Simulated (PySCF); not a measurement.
## Ionisation energy of Mn⁵⁺ by level of theory

Mn⁵⁺ [Ar] 3d2 [3d3/2^2, M_J = 2] → Mn⁶⁺ [Ar] 3d1 [3d3/2^1, M_J = 3/2], as a difference of total energies. Calculation: PySCF 2.14, in an uncontracted even-tempered set (18 s from 0.2 bohr⁻², ratio 2.8; 13 p from 0.26 bohr⁻², ratio 2.8; 9 d from 0.26 bohr⁻², ratio 2.8; 4 f from 0.88 bohr⁻², ratio 3); the two-component X2C-1e Hamiltonian. Correlated levels: [Ne] frozen; the 76 highest virtual spinors dropped. "Screened" scales the spin-orbit matrix elements by Boettger's factors to mimic the two-electron term; Breit and QED terms are absent.

```
                    method  ionisation energy (eV)
 GHF (screened spin-orbit)                  94.713
GMP2 (screened spin-orbit)                  95.235
```

How much does correlation contribute at GMP2 (screened spin-orbit)?

95.235 − (94.713) = 0.522 eV, measured against GHF (screened spin-orbit).

The labels give the starting determinants; with spin-orbit coupling the two ends relaxed to ⟨J²⟩ = 7.66, ⟨L²⟩ = 11.99, ⟨S²⟩ = 1.99 and ⟨J²⟩ = 3.82, ⟨L²⟩ = 6.01, ⟨S²⟩ = 0.75.

The determinant of Mn⁵⁺ mixes levels of different J (the jj label is only the starting occupation), so the difference between spin-free and spin-orbit rows is not the physical spin-orbit shift.

For comparison: 95.604 ± 0.025 eV (measured; NIST Atomic Spectra Database, ionization energies).
